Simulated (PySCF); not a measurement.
Radial density of Br²⁺ (bromine, charge +2)

UHF, [Ar] 3d10 4s2 4p3, high-spin 4S determinant. Computed with PySCF 2.14 in aug-cc-pVDZ-DK, with scalar relativity by spin-free X2C-1e.

```json
{"r (bohr)": "0.000952", "4πr²ρ (e/bohr)": "0.5766", "4πr²(ρα − ρβ)": "0.0000"}
{"r (bohr)": "0.00160", "4πr²ρ (e/bohr)": "1.375", "4πr²(ρα − ρβ)": "0.0000"}
{"r (bohr)": "0.00269", "4πr²ρ (e/bohr)": "3.229", "4πr²(ρα − ρβ)": "0.0000"}
{"r (bohr)": "0.00453", "4πr²ρ (e/bohr)": "7.293", "4πr²(ρα − ρβ)": "0.0001"}
{"r (bohr)": "0.00762", "4πr²ρ (e/bohr)": "15.25", "4πr²(ρα − ρβ)": "0.0003"}
{"r (bohr)": "0.0128", "4πr²ρ (e/bohr)": "27.85", "4πr²(ρα − ρβ)": "0.0016"}
{"r (bohr)": "0.0216", "4πr²ρ (e/bohr)": "40.65", "4πr²(ρα − ρβ)": "0.0075"}
{"r (bohr)": "0.0363", "4πr²ρ (e/bohr)": "42.19", "4πr²(ρα − ρβ)": "0.0326"}
{"r (bohr)": "0.0610", "4πr²ρ (e/bohr)": "35.36", "4πr²(ρα − ρβ)": "0.1018"}
{"r (bohr)": "0.103", "4πr²ρ (e/bohr)": "46.46", "4πr²(ρα − ρβ)": "0.1555"}
{"r (bohr)": "0.173", "4πr²ρ (e/bohr)": "45.85", "4πr²(ρα − ρβ)": "0.0138"}
{"r (bohr)": "0.290", "4πr²ρ (e/bohr)": "27.88", "4πr²(ρα − ρβ)": "0.1587"}
{"r (bohr)": "0.488", "4πr²ρ (e/bohr)": "34.83", "4πr²(ρα − ρβ)": "0.3042"}
{"r (bohr)": "0.821", "4πr²ρ (e/bohr)": "12.99", "4πr²(ρα − ρβ)": "0.1520"}
{"r (bohr)": "1.38", "4πr²ρ (e/bohr)": "4.384", "4πr²(ρα − ρβ)": "1.8931"}
{"r (bohr)": "2.32", "4πr²ρ (e/bohr)": "1.591", "4πr²(ρα − ρβ)": "1.0812"}
{"r (bohr)": "3.91", "4πr²ρ (e/bohr)": "0.08719", "4πr²(ρα − ρβ)": "0.0744"}
{"r (bohr)": "6.58", "4πr²ρ (e/bohr)": "0.0001009", "4πr²(ρα − ρβ)": "0.0001"}
```

Densities and radii are taken from the X2C orbitals without a picture-change correction, which distorts them close to the nucleus.
